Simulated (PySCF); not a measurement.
GeH7NSi2.

```xyz
11

N     -1.3814     0.1770     0.0000
Si    -0.6027     1.7399     0.0000
Si     1.4852     0.6454     0.0000
Ge    -0.0875    -1.1635     0.0000
H     -2.3824     0.0077     0.0000
H     -0.8968     2.5884     1.2015
H     -0.8968     2.5884    -1.2015
H      2.3349     0.7697    -1.2223
H      2.3349     0.7697     1.2223
H     -0.1895    -2.0629    -1.2529
H     -0.1895    -2.0629     1.2529
```
Charge 0, spin multiplicity 1.

Geometry: PBE0-D3(BJ)/def2-SVP. This is a generated structure with no PubChem entry under its InChIKey; it may be hypothetical.

These are B3LYP/pcSseg-1 run with PySCF values and carry that method's errors. Non-relativistic, no solvent.

Computed absolute GIAO shielding of each atom: isotropic value and principal components (ppm):
```tsv
atom	σ(iso)	σ11	σ22	σ33	span
N1	236.9	201.5	212.3	296.8	95.4
Si2	358.2	269.5	342.2	462.7	193.2
Si3	407.3	365.0	397.8	459.2	94.2
Ge4	1361.7	1188.3	1291.3	1605.5	417.2
H5	31.9	22.1	28.3	45.3	23.2
H6	25.8	22.5	23.5	31.5	9.0
H7	25.8	22.5	23.5	31.5	9.0
H8	27.3	24.3	25.1	32.5	8.2
H9	27.3	24.3	25.1	32.5	8.2
H10	25.8	19.7	21.2	36.5	16.8
H11	25.8	19.7	21.2	36.5	16.8
```
